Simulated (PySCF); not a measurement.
Compound: C4H13NSi3.
SMILES with atom numbers: `[CH3:1][CH2:2][Si:3]([SiH3:4])([SiH3:5])[CH2:6][C:7]#[N:8]` (hydrogens: H9, H10, H11 on C1; H12, H13 on C2; H14, H15, H16 on Si4; H17, H18, H19 on Si5; H20, H21 on C6)

Cartesian coordinates in Å at the GFN2-xTB level; atoms count from 1:
```
atom  x, y, z in Å
C1    -2.4262   -0.9046    0.0083
C2    -1.5107   -0.0638   -0.8743
Si3    0.2243    0.2980   -0.1134
Si4    0.0064    1.1936    2.0379
Si5    1.5176    1.3917   -1.7255
C6     1.0146   -1.4755    0.1011
C7     2.3518   -1.3453    0.5692
N8     3.4225   -1.1896    0.9462
H9    -3.4038   -1.0257   -0.4558
H10   -2.0090   -1.8967    0.1678
H11   -2.5675   -0.4326    0.9787
H12   -1.9977    0.8923   -1.0745
H13   -1.4050   -0.5565   -1.8434
H14   -0.7830    2.4291    1.9996
H15    1.3143    1.5154    2.6062
H16   -0.6652    0.3048    2.9955
H17    0.9318    2.6926   -2.0612
H18    2.8783    1.6249   -1.2486
H19    1.6225    0.6460   -2.9857
H20    1.0248   -2.0113   -0.8496
H21    0.4502   -2.0698    0.8212
```

Hirshfeld charges (e) from the PBE0/pcSseg-1 density (PySCF), one withheld:

```json
{"atom": "C1", "bonded to": "C2 H9 H10 H11", "charge": "?"}
{"atom": "C2", "bonded to": "C1 Si3 H12 H13", "charge": "-0.1528"}
{"atom": "Si3", "bonded to": "C2 Si4 Si5 C6", "charge": "+0.2353"}
{"atom": "Si4", "bonded to": "Si3 H14 H15 H16", "charge": "+0.2147"}
{"atom": "Si5", "bonded to": "Si3 H17 H18 H19", "charge": "+0.2140"}
{"atom": "C6", "bonded to": "Si3 C7 H20 H21", "charge": "-0.1336"}
{"atom": "C7", "bonded to": "C6 N8", "charge": "+0.0720"}
{"atom": "N8", "bonded to": "C7", "charge": "-0.2405"}
{"atom": "H9", "bonded to": "C1", "charge": "+0.0450"}
{"atom": "H10", "bonded to": "C1", "charge": "+0.0391"}
{"atom": "H11", "bonded to": "C1", "charge": "+0.0379"}
{"atom": "H12", "bonded to": "C2", "charge": "+0.0377"}
{"atom": "H13", "bonded to": "C2", "charge": "+0.0390"}
{"atom": "H14", "bonded to": "Si4", "charge": "-0.0733"}
{"atom": "H15", "bonded to": "Si4", "charge": "-0.0667"}
{"atom": "H16", "bonded to": "Si4", "charge": "-0.0680"}
{"atom": "H17", "bonded to": "Si5", "charge": "-0.0739"}
{"atom": "H18", "bonded to": "Si5", "charge": "-0.0680"}
{"atom": "H19", "bonded to": "Si5", "charge": "-0.0689"}
{"atom": "H20", "bonded to": "C6", "charge": "+0.0644"}
{"atom": "H21", "bonded to": "C6", "charge": "+0.0628"}
```

(1) What is the charge on C1?

(2) Add each hydrogen's charge to the atom that carries it.

(3) Across which bond do the charges differ most?

(4) Take the bonds between elements whose Pauling electronegativities differ by more than 0.25. In how many does the more electronegative atom carry the lower charge?

(5) How much positive and how much negative charge does this set hold in all?

## Answers

(1) The charges add up to the total charge, 0. The others sum to +0.1162, which leaves -0.1162 e for C1 (methyl carbon); the computed value is -0.1153, the difference coming from rounding and the integration grid.

(2) C1 +0.0067, C2 -0.0761, Si4 +0.0067, Si5 +0.0032, C6 -0.0064. Atoms without hydrogen keep their charges.

(3) Si3–C2: +0.2353 on Si3 against -0.1528 on C2, a difference of 0.3881 e. The lower charge is on the more electronegative element of the two (Pauling values: C 2.55, Si 1.90).

(4) In 16 of 16.

(5) +1.0619 e on 11 atoms and -1.0610 e on 10.

The Hirshfeld scheme weights the molecular density at each point by an atom's share of the summed free-atom densities. Geometry: GFN2-xTB, one conformer, isolated molecule.
